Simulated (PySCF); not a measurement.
## Bond length, frequency and bond energy of SnN by level of theory

State: ²Π (doublet), unpaired electrons π ↑. Set-up: Sn x2c-TZVPPall, N x2c-TZVPPall; spin-free X2C with a Gaussian nucleus (PySCF 2.14). De refers to Sn + N in their high-spin ground configurations, without counterpoise correction. The functionals are run spin-unrestricted. A positive dipole means Sn(−)N(+). Levels whose curve was spin-contaminated or gave no clean fit are not listed.

```csv
Level,Re (Å),ωe (cm⁻¹),De (eV),μ (D),"CPU s a point (SCF and correlation, without the integrals)"
ROHF,1.907,839,-0.67,-4.30,1.6
ROHF-MP2,1.960,699,2.50,n/a,2.3
ROHF-SCS-MP2,1.962,696,2.52,n/a,n/a
ROHF-CCSD,1.949,725,2.05,n/a,n/a
ROHF-CCSD(T),1.971,679,2.45,n/a,35
PBE,1.974,689,3.30,-3.34,1.3
revPBE,1.982,677,3.03,-3.33,0.82
BLYP,1.989,670,3.33,-3.42,0.81
r²SCAN,1.962,682,2.70,-3.36,1.7
M06-L,1.967,703,3.03,-3.55,2.2
B3LYP,1.962,689,2.84,-3.60,2.1
ωB97M-V,1.936,719,2.59,-3.68,9.5
```

Question: Which functional lies closest to ROHF-CCSD(T) in De, which farthest, and by how much do they differ from it?

Answer: Closest is ωB97M-V (-3.5 pm in Re, +5.9 % in ωe, +0.14 eV in De against ROHF-CCSD(T) in the same basis), farthest BLYP (+1.8 pm in Re, -1.3 % in ωe, +0.88 eV in De). CCSD(T) converges more slowly with the basis than the functionals do and binds too weakly in this one, so the order can change at the basis-set limit.

Question: What does the step from GGA to meta-GGA do here, going from PBE to r²SCAN?

Answer: r²SCAN less PBE: -1.2 pm in Re, -1.0 % in ωe, -0.60 eV in De. 

Question: What does the three-parameter hybrid form, with a fifth of exact exchange, do here, going from BLYP to B3LYP?

Answer: B3LYP less BLYP: -2.7 pm in Re, +2.8 % in ωe, -0.49 eV in De. Exact exchange removes part of the self-interaction that spreads semilocal densities, and in most molecules shortens and stiffens the bond and lowers De; so it does here.

Correlated steps freeze 19 core orbitals. Spin–orbit coupling is left out, which matters for elements this heavy, above all for dissociation energies. UHF is strongly spin-contaminated for SnN, so the ROHF reference used there is far from stable. A negative De means that the minimum lies above the separated atoms at that level. The state was picked by a PBE0 search and need not be the measured ground state.

The whole job (state search and all levels along the bond) took about 12 min on 1 thread of Intel Xeon Platinum 8488C (shared host), peak memory 2.5 GiB.
